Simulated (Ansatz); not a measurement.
PBE exchange is replaced step by step with exact exchange (0 % is PBE, 25 % PBE0; no dispersion term), basis def2-SVP, Ansatz. System: Nb3H3Se9. Total charge 0; singlet. Geometry: PBE-D4/def2-SVP, each spin state at its own.

Geometry of the singlet:

Cartesian coordinates in Å:
```
Nb 1.272 -0.436 0.929
Nb 0.088 -0.356 -1.685
Nb -1.819 0.675 0.851
Se 3.611 -0.506 1.817
Se -0.768 -0.868 2.451
Se 0.248 2.116 1.273
Se 0.635 -2.433 -0.422
Se 2.232 0.783 -1.084
Se -2.425 -0.660 -1.148
Se -0.817 2.203 -0.918
Se 0.741 -1.034 -4.012
Se -3.872 1.387 2.093
H 3.078 -1.315 2.964
H 2.179 -1.377 -3.865
H -4.382 1.821 0.755
```

In the def2 sets Nb takes a core potential; there is no spin–orbit coupling. The restricted singlet is unstable towards broken spin symmetry in Hartree–Fock (as tested in another run); at PBE with 5 % exact exchange/def2-SVP, PBE with 10 % exact exchange/def2-SVP, PBE with 15 % exact exchange/def2-SVP, PBE with 35 % exact exchange/def2-SVP and others this wasn't settled.

| exact exchange (%) | HOMO (eV) | LUMO (eV) | gap (eV) | triplet − singlet (kJ/mol) |
| --- | --- | --- | --- | --- |
| 5 | -5.51 | -4.26 | 1.26 | 54.9 |
| 10 | -5.72 | -4.18 | 1.54 | 55.5 |
| 15 | -5.93 | -4.10 | 1.83 | 56.0 |
| 50 | -7.36 | -3.50 | 3.86 | 57.4 |

Fit a straight line to the column «triplet − singlet (kJ/mol)» against the share of exact exchange and predict its value at 35 %.

With x = exact exchange (%) and y = triplet − singlet (kJ/mol): mean x = 20, mean y = 55.95; Σ(x − x̄)(y − ȳ) = 63.5, Σ(x − x̄)² = 1250; slope b = 0.0508, intercept a = ȳ − b·x̄ = 54.93. The residuals of the fitted rows reach 0.3. At x = 35 the line gives 54.93 + (0.0508 × 35) = 56.7; the run gave 57.4, 0.7 more than the line.
